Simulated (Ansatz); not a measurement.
This geometry of BF2H + FH (6 atoms, charge 0, multiplicity 1) is a first-order saddle point.

Level of theory: RKS revPBE/def2-SVP in Ansatz.

```xyz
6
Properties=species:S:1:pos:R:3
B 0.010 -0.170 0.053
H 0.009 0.193 1.358
F 1.164 0.133 -0.556
F -1.163 0.079 -0.543
F 0.050 -1.739 0.562
H 0.035 -0.898 1.357
```

Q: Which two structures does it join? (They come from a converged band through this point; their orientation in space is the band's.)

A: Bonds broken: B1–H2, F5–H6. Bonds formed: B1–F5, H2–H6. BF2H + FH becomes BF3 + H2.

Initial state:

```xyz
6
Properties=species:S:1:pos:R:3
B -0.004 0.333 -0.041
H -0.006 0.701 1.116
F 1.139 0.233 -0.718
F -1.149 0.176 -0.704
F 0.061 -2.012 0.830
H 0.064 -1.834 1.748
```

Final state:

```xyz
6
Properties=species:S:1:pos:R:3
B 0.014 -0.484 -0.661
H 0.014 0.149 2.483
F 1.147 0.184 -0.844
F -1.154 0.129 -0.825
F 0.048 -1.769 -0.321
H 0.037 -0.611 2.398
```

Q: How far does it lie above each of them?

A: 0.60 eV above the first and 1.87 eV above the second. This is the barrier of this one path; another mechanism may lie lower. The orbitals stay closed-shell, which can raise the energy where a bond breaks towards radicals; this wasn't checked here.

The run took 110 s on 1 thread of Arm Neoverse V2, on a shared host, peak memory 0.11 GiB.
